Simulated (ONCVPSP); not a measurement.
**Ba: excitation energies, all-electron against ONCV**

barium (Ba), optimised norm-conserving Vanderbilt (ONCV), made with ONCVPSP 4.0.1 (PBE, scalar-relativistic). Core [Kr] 4d10, reference 5s2 5p6 5d0.5 6s1.5. Waves: 5s+6s: rc 3.15 bohr, ncon 3, nbas 6, qcut 3.5 1/bohr, 2 projectors; 5p: rc 2.95 bohr, ncon 4, nbas 8, qcut 4.3 1/bohr, 2 projectors, debl 3.7 Ha; 5d: rc 4.00 bohr, ncon 4, nbas 8, qcut 4.1 1/bohr, 1 projector. Local part: polynomial inside 2.90 bohr (lpopt 5, dvloc0 1 Ha). Core correction: Teter function, fcfact 6, rcfact 1.1.

Energies are relative to the spin-unpolarised reference configuration 5s2 5p6 5d0.5 6s1.5; without spin polarisation the order of configurations can differ from experiment.

```tsv
valence configuration	charge	ΔE all-electron (eV)	error AE − PS (meV)
5s2 5p6 5d0 6s2	0	-0.638	-0.1
5s2 5p6 5d0 6s1	+1	4.724	+1.7
5s2 5p6 5d0 6s1 6p1	0	1.392	-19
```

Problem. What are ΔE and the potential's error for 5s2 5p6 5d0 6s0?

Solution. ΔE = 14.706 eV all-electron; the error (AE − PS) is +3.0 meV.
